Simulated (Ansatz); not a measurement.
`OCBF` + HCl → `OCBCl` + H–F  (ligand exchange at a B–F bond)

Program: Ansatz. Geometries: PBE0-D4/def2-TZVP. ΔE: electronic, gas phase. CBS: MP2 limit from def2 TZ/QZ plus the TZ coupled-cluster correction, frozen cores. This one scheme is used for every species. One conformer a species, not always the lowest.

```csv
species,CCSD(T)/CBS(def2) energy (Eh)
`OCBF`,-240.25714
HCl,-460.38127
`OCBCl`,-600.22716
H–F,-100.39570
```

Q: Work out ΔE.

A: ΔE = (-600.22716) + (-100.39570) − (-240.25714) − (-460.38127) = 0.01555 Eh = +9.8 kcal/mol.

Largest T1 diagnostic among the species: 0.012.

In def2-TZVPP, CCSD(T) changes the Hartree–Fock value by −4.3 kcal/mol (the triples alone add −0.8 kcal/mol) and MP2 by −5.9 kcal/mol. The D4 term adds −1.3 kcal/mol with B3LYP and −0.7 kcal/mol with PBE0; it sums over pairs of atoms, weighted by their polarisabilities, and B3LYP, whose exchange is more repulsive, gets the larger term.

B3LYP here is the variant with VWN-RPA as its local correlation; programs differ in this.
